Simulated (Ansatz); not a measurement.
Mulliken charges of `O=C/N=C\[SiH3]` from PBE/def2-TZVPP in Ansatz (PBE0-D4/def2-TZVP geometry).

```csv
atom,x (Å),y (Å),z (Å),charge (e)
O1,-1.540,0.743,1.228,-0.237
C2,-0.837,1.481,0.589,0.148
N3,-0.449,1.250,-0.725,-0.111
C4,0.112,0.161,-1.057,-0.055
Si5,0.639,-1.267,0.091,0.190
H6,-0.498,2.461,0.967,0.065
H7,0.295,0.038,-2.130,0.101
H8,1.836,-1.883,-0.539,-0.048
H9,-0.451,-2.272,0.139,-0.027
H10,0.976,-0.763,1.441,-0.027
```

Task: By hand: the dipole of these point charges (1 e Å = 4.8032 D).

Result: Σ q r = (0.301, -0.009, -0.217) e Å, of length 0.371 e Å = 1.78 D.

Task: How does the dipole of the full density compare? (Best estimate.)

Result: Ansatz gave: (0.391, -0.054, -0.222) e Å, 2.18 D; the point charges give 0.82 times that, at 8° from its direction.

Point charges leave out the atoms' own dipoles, such as those of lone pairs, and Mulliken's split depends on the basis, so the two needn't agree.
